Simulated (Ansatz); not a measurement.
C3H9FGeO can be A, `CC[O][GeH]([CH3])[F]`, or B, `CC(C)[O][GeH2][F]`.

Isolated molecules relaxed with PBE0-D4/def2-TZVP in Ansatz; ΔE leaves out vibrations. CCSD(T)/CBS adds triple-zeta CCSD(T) − MP2 to the extrapolated MP2 energy (def2 sets, frozen cores). Functionals use def2-TZVPP. B3LYP here is the variant with VWN-RPA as its local correlation; programs differ in this. For Ge outer-core shells are correlated without core-valence functions, which leaves a few kJ/mol of doubt a bond. Scalar relativity is left out up to krypton. One conformer a species, not always the lowest.

A:

```xyz
15

C    -1.114    2.147   -1.014
C    -1.094    1.037    0.007
O    -0.008    0.171   -0.277
Ge    0.429   -1.101    0.860
C     1.928   -2.050    0.118
F    -0.928   -2.197    0.935
H    -1.223    1.736   -2.020
H    -0.187    2.721   -0.977
H    -1.951    2.824   -0.824
H    -0.995    1.458    1.018
H    -2.036    0.476   -0.022
H     0.542   -0.527    2.284
H     2.174   -2.911    0.739
H     1.668   -2.392   -0.884
H     2.795   -1.392    0.056
```

B:

Z-matrix (Å, degrees):
```
C
C 1 1.516
H 1 1.093 2 109.9
H 1 1.092 2 111.1 3 -119.7
H 1 1.093 2 110.6 3 119.8
C 2 1.513 1 112.5 3 -59.9
O 2 1.427 1 110.1 3 59.9
H 2 1.102 1 108.8 3 179.7
H 6 1.092 2 110.7 1 -59.2
H 6 1.091 2 110.8 1 -179.7
H 6 1.093 2 109.9 1 60.6
Ge 7 1.754 2 120.8 1 88.4
F 12 1.743 7 108.5 2 -71.0
H 12 1.527 7 106.9 2 173.8
H 12 1.536 7 110.7 2 43.7
```

Problem. Which is lower in electronic energy at CCSD(T)/CBS, and by how much? (An estimate is asked.)

Solution. Ansatz gave: A, by 32.2 kJ/mol.

Problem. Give E(B) − E(A) in kJ/mol with PBE0-D4, CCSD/def2-TZVPP, CCSD(T)/def2-TZVPP, B2PLYP, HF/def2-TZVPP, B3LYP, MP2/def2-TZVPP. (Best estimate.)

Solution. The calculation gave: PBE0-D4 31.3, CCSD/def2-TZVPP 32.5, CCSD(T)/def2-TZVPP 31.4, B2PLYP 33.7, HF/def2-TZVPP 33.4, B3LYP 35.1, MP2/def2-TZVPP 32.7. None reverses the order clearly.

Largest T1 diagnostic: 0.012.

The D4 term adds −4.1 kJ/mol with B3LYP and −2.3 kJ/mol with PBE0; it sums over pairs of atoms, weighted by their polarisabilities, and B3LYP, whose exchange is more repulsive, gets the larger term.
